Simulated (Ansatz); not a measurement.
Born–Oppenheimer molecular dynamics of AlClH$_{2}$O$_{2}$ (6 atoms, charge 0, multiplicity 1). It starts from a relaxed structure.

All numbers below come from Ansatz, RKS PBE/def2-SVP.

| Property | Result |
| --- | --- |
| ensemble | NVT, Nosé–Hoover chain |
| time step | 0.5 fs |
| steps asked | 100 |
| set temperature | 500 K |
| thermostat | time constant 100 fs, chain length 3 (defaults) |
| seed | 995034 |

First frame:

```xyz
6
Properties=species:S:1:pos:R:3
Al -0.012 -0.122 -0.015
O 0.005 -0.058 1.692
H -0.769 -0.174 2.264
Cl 1.829 0.170 -0.973
O -1.358 -0.397 -1.030
H -2.266 -0.546 -0.728
```

Question: How far do the bonds stretch over the last three quarters of this one trajectory? (Pairs bonded in most of those frames.)

Answer: 
```csv
bond,mean (Å),spread (Å),shortest,longest
Al1–O2,1.723,0.049,1.64,1.79
Al1–Cl4,2.088,0.051,2.03,2.19
Al1–O5,1.720,0.031,1.67,1.76
O2–H3,0.970,0.007,0.96,0.98
O5–H6,0.970,0.003,0.96,0.98
```

Mean temperature of the second half: 166 K. The conserved energy stayed within 0.049 meV per atom of its start (net change 0.04 meV per atom), so the integration is sound. The mean temperature of the second half is 67 % below the set value. A run of 0.05 ps of so small a system gives no equilibrium averages.

Run time: 2.7 min on 1 thread of Arm Neoverse V1, with other jobs on the host, peak memory 0.12 GiB.
